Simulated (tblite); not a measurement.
Record of a relaxation.

C4H13AsSSi2.
SMILES with atom numbers: `[CH3:1][C:2](=[S:3])[C@@H:4]([SiH3:5])[Si@H:6]([CH3:7])[AsH2:8]` (hydrogens: H9, H10, H11 on C1; H12 on C4; H13, H14, H15 on Si5; H16 on Si6; H17, H18, H19 on C7; H20, H21 on As8)

Computed with GFN2-xTB (tblite), gas phase: L-BFGS steps from a force-field or distance-geometry start until the largest atomic force falls under 0.01 eV/Å. 7 of its 210 geometries are shown.

Step 0: E = -656.5648 eV, largest atomic force 13.731 eV/Å
```
atom  x, y, z in Å  |  force x, y, z in eV/Å
C1      2.496   -1.419    0.059   -0.576   0.222   1.167
C2      1.041   -1.034   -0.185    7.889   8.024   5.809
S3      0.154   -1.956   -0.831   -7.181 -10.184  -5.766
C4      0.551    0.307    0.275    1.531  -0.919   2.131
Si5     1.535    1.619   -0.568    0.948   1.194  -0.716
Si6    -1.275    0.528    0.107   -1.900   0.822  -0.504
C7     -2.172    0.041    1.688    0.036  -0.420   0.347
As8    -2.216   -0.668   -1.602   -0.515  -1.415  -1.691
H9      2.499   -2.508    0.291    0.297   0.776  -0.377
H10     3.038   -1.188   -0.853    0.350  -0.109   0.336
H11     2.836   -0.864    0.958    0.353  -0.294  -0.774
H12     0.832    0.333    1.376   -0.298   0.191  -0.861
H13     2.431    2.334    0.365   -0.127  -0.214  -0.202
H14     0.598    2.557   -1.167   -0.004   0.188  -0.081
H15     2.263    0.977   -1.674    0.049   0.162   0.086
H16    -1.580    1.963   -0.067    0.195   0.142   0.049
H17    -2.326    0.971    2.272   -0.146  -1.025  -0.098
H18    -3.127   -0.423    1.361    0.501   0.440   0.675
H19    -1.585   -0.717    2.261   -0.681   0.706  -0.198
H20    -3.683   -1.072   -1.185    0.084   1.306  -0.180
H21    -2.318    0.235   -2.881   -0.805   0.408   0.848
```

Step 35: E = -659.3663 eV, largest atomic force 0.243 eV/Å
```
atom  x, y, z in Å  |  force x, y, z in eV/Å
C1      2.539   -1.313    0.278   -0.057   0.046  -0.039
C2      1.092   -1.107   -0.040   -0.035  -0.081   0.199
S3      0.207   -2.350   -0.617    0.037  -0.113  -0.045
C4      0.538    0.234    0.197   -0.010  -0.015  -0.017
Si5     1.552    1.554   -0.765    0.026  -0.001  -0.020
Si6    -1.367    0.418   -0.047   -0.209  -0.037   0.118
C7     -2.149   -0.138    1.613   -0.022   0.015  -0.005
As8    -2.374   -0.639   -1.877   -0.038   0.187  -0.028
H9      2.761   -2.357    0.512   -0.076   0.173  -0.021
H10     3.101   -1.040   -0.619    0.116  -0.065   0.082
H11     2.856   -0.656    1.088    0.037  -0.136  -0.047
H12     0.724    0.453    1.253    0.051   0.103  -0.021
H13     2.534    2.124    0.169   -0.037   0.013  -0.124
H14     0.614    2.565   -1.252    0.121   0.014  -0.002
H15     2.248    0.909   -1.884   -0.056   0.087   0.012
H16    -1.545    1.898   -0.074   -0.006  -0.077   0.009
H17    -2.216    0.703    2.302    0.012  -0.121  -0.009
H18    -3.159   -0.506    1.444    0.046   0.009   0.042
H19    -1.586   -0.930    2.103   -0.042   0.069  -0.091
H20    -3.739   -0.497   -1.253    0.084  -0.044   0.065
H21    -2.642    0.693   -2.534    0.059  -0.027  -0.061
```

Step 70: E = -659.6309 eV, largest atomic force 0.169 eV/Å
```
atom  x, y, z in Å  |  force x, y, z in eV/Å
C1      2.432   -1.132    0.876    0.045  -0.031  -0.028
C2      1.122   -0.890    0.198    0.025  -0.121   0.033
S3      0.377   -2.130   -0.576    0.036   0.019   0.026
C4      0.586    0.465    0.167    0.064   0.004   0.010
Si5     1.350    1.336   -1.376   -0.058   0.006  -0.012
Si6    -1.345    0.483    0.137   -0.029   0.060  -0.081
C7     -2.067   -0.635    1.510    0.028   0.003  -0.047
As8    -2.094   -0.017   -2.021    0.007  -0.010   0.169
H9      2.519   -2.166    1.204   -0.013   0.030  -0.041
H10     3.220   -0.943    0.142    0.033  -0.029   0.054
H11     2.600   -0.465    1.722   -0.085   0.007  -0.024
H12     0.945    1.019    1.037    0.021   0.039  -0.001
H13     2.770    1.577   -1.089   -0.048  -0.014   0.001
H14     0.642    2.603   -1.571    0.004   0.019   0.037
H15     1.216    0.486   -2.563   -0.014  -0.004   0.064
H16    -1.633    1.873    0.592    0.004  -0.046  -0.048
H17    -1.795   -0.291    2.505   -0.027  -0.026  -0.074
H18    -3.153   -0.624    1.430    0.096  -0.038   0.062
H19    -1.735   -1.667    1.412   -0.040   0.098  -0.023
H20    -3.479   -0.285   -1.512   -0.011   0.001  -0.021
H21    -2.486    1.419   -2.226   -0.037   0.034  -0.057
```

Step 104: E = -659.6733 eV, largest atomic force 0.149 eV/Å
```
atom  x, y, z in Å  |  force x, y, z in eV/Å
C1      2.331   -1.161    1.050   -0.010   0.005   0.000
C2      1.169   -0.863    0.158    0.080  -0.035  -0.038
S3      0.541   -2.053   -0.782    0.062  -0.040   0.010
C4      0.645    0.494    0.114    0.008  -0.019  -0.006
Si5     1.293    1.383   -1.457   -0.039   0.015   0.015
Si6    -1.289    0.502    0.082   -0.081   0.046   0.113
C7     -1.938   -0.644    1.461    0.034  -0.017   0.031
As8    -2.185   -0.145   -1.961    0.002   0.024  -0.019
H9      2.389   -2.231    1.243    0.061   0.042   0.004
H10     3.262   -0.847    0.564   -0.145  -0.035   0.010
H11     2.255   -0.617    1.992   -0.016  -0.038  -0.011
H12     0.996    1.058    0.983    0.017   0.017  -0.030
H13     2.754    1.443   -1.403    0.042  -0.005   0.037
H14     0.722    2.730   -1.419    0.025   0.023  -0.026
H15     0.860    0.641   -2.639   -0.014  -0.006  -0.025
H16    -1.567    1.895    0.511   -0.042   0.010   0.000
H17    -1.486   -0.437    2.430   -0.065  -0.053  -0.104
H18    -3.017   -0.535    1.557    0.107  -0.003   0.016
H19    -1.735   -1.683    1.204   -0.011   0.066   0.077
H20    -3.558   -0.201   -1.355   -0.006   0.005  -0.011
H21    -2.451    1.288   -2.333   -0.008  -0.002  -0.041
```

Step 139: E = -659.7334 eV, largest atomic force 0.111 eV/Å
```
atom  x, y, z in Å  |  force x, y, z in eV/Å
C1      1.919   -1.367    1.057    0.002   0.047   0.018
C2      1.197   -0.786   -0.113    0.023  -0.014   0.058
S3      1.058   -1.641   -1.508   -0.024  -0.081  -0.004
C4      0.665    0.562    0.004   -0.018  -0.014   0.024
Si5     1.264    1.585   -1.492   -0.020   0.108  -0.015
Si6    -1.276    0.500    0.111    0.052  -0.016  -0.044
C7     -1.708   -0.467    1.699   -0.047   0.007   0.010
As8    -2.120   -0.662   -1.713   -0.006   0.030  -0.015
H9      2.199   -2.401    0.872   -0.016   0.006   0.003
H10     2.823   -0.783    1.244   -0.025  -0.039   0.004
H11     1.300   -1.307    1.955    0.020  -0.016  -0.047
H12     1.011    1.028    0.930    0.015  -0.016   0.034
H13     2.711    1.393   -1.569    0.024   0.027  -0.017
H14     0.934    2.978   -1.173    0.024   0.007  -0.014
H15     0.618    1.181   -2.735   -0.026   0.003  -0.011
H16    -1.648    1.916    0.322   -0.016  -0.001   0.006
H17    -1.078   -0.206    2.543    0.012   0.008   0.020
H18    -2.738   -0.285    1.990   -0.011   0.026  -0.011
H19    -1.613   -1.535    1.520    0.049  -0.045   0.017
H20    -3.521   -0.229   -1.351   -0.002   0.008  -0.012
H21    -2.007    0.542   -2.595   -0.009  -0.034  -0.004
```

Step 174: E = -659.7495 eV, largest atomic force 0.024 eV/Å
```
atom  x, y, z in Å  |  force x, y, z in eV/Å
C1      1.907   -1.446    0.975    0.009   0.006  -0.012
C2      1.186   -0.813   -0.168   -0.002   0.000  -0.003
S3      0.988   -1.645   -1.572    0.005  -0.003  -0.003
C4      0.677    0.538    0.007   -0.004   0.007  -0.003
Si5     1.256    1.679   -1.417   -0.009   0.009   0.004
Si6    -1.268    0.481    0.099   -0.002  -0.010  -0.001
C7     -1.704   -0.365    1.754   -0.001  -0.003  -0.004
As8    -2.118   -0.800   -1.643   -0.003   0.004  -0.003
H9      2.193   -2.468    0.738   -0.006  -0.017  -0.009
H10     2.805   -0.874    1.210    0.004   0.013   0.004
H11     1.274   -1.444    1.863   -0.001   0.005   0.014
H12     1.029    0.946    0.958   -0.006   0.005   0.002
H13     2.708    1.537   -1.534   -0.007   0.000   0.011
H14     0.899    3.042   -1.014    0.020  -0.014   0.000
H15     0.602    1.337   -2.677   -0.013  -0.013   0.000
H16    -1.660    1.904    0.211    0.005   0.000   0.008
H17    -1.160    0.045    2.600    0.000   0.010  -0.001
H18    -2.764   -0.258    1.961   -0.006   0.001  -0.001
H19    -1.491   -1.431    1.703    0.008  -0.010   0.006
H20    -3.499   -0.226   -1.407    0.005   0.007   0.000
H21    -1.870    0.278   -2.646    0.004  -0.001  -0.008
```

Step 209: E = -659.7520 eV, largest atomic force 0.007 eV/Å
```
atom  x, y, z in Å  |  force x, y, z in eV/Å
C1      1.950   -1.426    0.963   -0.001  -0.001  -0.003
C2      1.170   -0.822   -0.156    0.001  -0.001   0.002
S3      0.932   -1.677   -1.540    0.000   0.001   0.002
C4      0.654    0.528    0.019    0.002   0.000  -0.002
Si5     1.250    1.658   -1.406    0.000   0.004   0.002
Si6    -1.289    0.477    0.103   -0.006   0.002   0.003
C7     -1.723   -0.380    1.753    0.000  -0.002   0.002
As8    -2.151   -0.774   -1.653    0.005   0.001   0.000
H9      2.213   -2.458    0.742    0.002   0.001   0.000
H10     2.866   -0.854    1.123   -0.003  -0.002  -0.002
H11     1.374   -1.389    1.888   -0.002   0.004   0.002
H12     1.007    0.938    0.969    0.001  -0.002  -0.001
H13     2.699    1.486   -1.525   -0.001  -0.001  -0.001
H14     0.933    3.030   -1.001    0.000   0.001   0.000
H15     0.582    1.322   -2.659    0.000  -0.002   0.001
H16    -1.673    1.901    0.233    0.002  -0.002   0.001
H17    -1.252    0.091    2.611    0.000   0.001  -0.001
H18    -2.797   -0.361    1.915    0.003   0.002  -0.004
H19    -1.417   -1.425    1.735    0.000  -0.003  -0.002
H20    -3.509   -0.133   -1.457   -0.004   0.001   0.001
H21    -1.828    0.284   -2.657    0.002  -0.002   0.000
```

Task: Summarise the path.

Result: The energy falls by 73.50 kcal/mol from step 0 to step 209; nine tenths of that is first reached at step 40. It falls at every step. The largest force goes from 13.731 to 0.007 eV/Å. Among the bonds C2=S3 changes most, from 1.433 to 1.644 Å; the atoms move by 1.092 Å rms after alignment.

What follows is the cost of the whole relaxation. The run took 9.2 s wall on Intel Xeon at 2.50 GHz, one thread (shared host).
